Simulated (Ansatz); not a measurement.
Consider the ligand exchange at a B–C bond: `BC(C)[SeH]` + `O=[C](O)[GeH3]` → `BO[C](=O)[GeH3]` + `CC[SeH]`.

Calculated with Ansatz (gas phase, PBE0-D4/def2-TZVP geometries, no zero-point term in ΔE). CCSD(T)/CBS adds triple-zeta CCSD(T) − MP2 to the extrapolated MP2 energy (def2 sets, frozen cores). DFT in def2-TZVPP. B3LYP here is the variant with VWN-RPA as its local correlation; programs differ in this. For Ge, Se outer-core shells are correlated without core-valence functions, which leaves a few kJ/mol of doubt a bond. Scalar relativity is left out up to krypton. Each species was taken in one conformer, which may not be the lowest.

`BC(C)[SeH]`:

```xyz
11

B    -1.523    0.537    0.215
C    -0.219   -0.269   -0.012
C     1.003    0.487   -0.503
Se    0.154   -1.425    1.533
H    -2.412    0.097    0.884
H    -1.675    1.582   -0.351
H    -0.574   -0.961   -0.800
H     1.391    1.142    0.280
H     0.742    1.107   -1.366
H     1.809   -0.188   -0.799
H     1.303   -2.109    0.919
```

`O=[C](O)[GeH3]`:

Cartesian coordinates in Å:
```
O -0.163 1.217 1.480
C -0.344 0.298 0.733
O -1.301 -0.626 0.933
Ge 0.705 -0.062 -0.928
H -1.764 -0.387 1.753
H 1.384 -1.430 -0.793
H -0.254 -0.070 -2.124
H 1.738 1.060 -1.053
```

`BO[C](=O)[GeH3]`:

Z-matrix (Å, degrees):
```
Ge
C 1 1.996
H 1 1.532 2 108.1
H 1 1.533 2 108.0 3 -119.1
H 1 1.529 2 107.4 3 120.5
O 2 1.379 1 111.5 3 60.0
O 2 1.189 1 126.0 3 -117.7
B 6 1.368 2 122.5 1 149.4
H 8 1.193 6 115.6 2 173.4
H 8 1.193 6 120.2 2 -9.0
```

`CC[SeH]`:

Z-matrix (Å, degrees):
```
C
C 1 1.512
H 1 1.091 2 111.2
H 1 1.095 2 110.4 3 120.3
H 1 1.092 2 111.2 3 -120.1
Se 2 1.958 1 114.0 3 57.4
H 2 1.090 1 112.1 3 -179.9
H 2 1.092 1 111.4 3 -59.4
H 6 1.469 2 95.0 1 63.4
```

Task: Is it downhill or uphill in electronic energy at CCSD(T)/CBS, and by how much? (An estimate is asked.)

Result: The calculation gave: Downhill: ΔE = -25.9 kcal/mol.

Task: What do these levels give: B3LYP-D4, ωB97X-V, ωB97M-V, B2PLYP, PBE, PBE0, B3LYP, HF/def2-TZVPP, SCS-MP2/def2-TZVPP, CCSD/def2-TZVPP, HF/def2-QZVPP, HF/CBS(def2)? (Best estimate.)

Result: The calculation gave: B3LYP-D4 -26.5, ωB97X-V -25.5, ωB97M-V -25.5, B2PLYP -27.0, PBE -24.3, PBE0 -24.6, B3LYP -27.1, HF/def2-TZVPP -28.9, SCS-MP2/def2-TZVPP -26.8, CCSD/def2-TZVPP -26.6, HF/def2-QZVPP -29.1, HF/CBS(def2) -29.1 kcal/mol.

Largest T1 diagnostic among the species: 0.015.

In def2-TZVPP, CCSD(T) changes the Hartree–Fock value by +2.5 kcal/mol (the triples alone add +0.2 kcal/mol) and MP2 by +3.0 kcal/mol.
